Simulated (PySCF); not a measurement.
C3H7BFNO, SMILES C/C=C/OB(N)F.

Geometry: r2SCAN-D4/def2-SVP. The structure was generated by enumeration; whether it is a known compound was not checked. One conformer was computed; it need not be the lowest.

Two levels are set side by side: TDA-PBE/def2-SVPD (PySCF) and TDA-M06-2X/def2-SVPD (PySCF). Vertical, same geometry. The lowest singlet is HOMO→LUMO+1 100 % with PBE and HOMO→LUMO 89 % with the other functional; states are paired by order. Differences are taken from unrounded values.

```csv
quantity,TDA-M06-2X
lowest singlet excitation (eV),6.13
lowest triplet excitation (TDA) (eV),4.47
first bright state (f over 0.05) (eV),7.28
its oscillator strength,0.77
```

What does TDA-PBE give, and how far is it from TDA-M06-2X? (An estimate is asked for; the answer gives what the named calculation found.)


```
quantity                               TDA-PBE  TDA-PBE minus TDA-M06-2X
-------------------------------------  -------  ------------------------
lowest singlet excitation (eV)            5.04                     -1.09
lowest triplet excitation (TDA) (eV)      4.16                     -0.32
first bright state (f over 0.05) (eV)     6.39                     -0.89
its oscillator strength                   0.50                     -0.27
```

Functionals without exact exchange tend to place singlet excitations lower, as here. Differences between two approximate levels are no errors against the true value.

Rough cost on one machine, each run with all the roots and properties that it gave: TDA-M06-2X against TDA-PBE about 7 times.
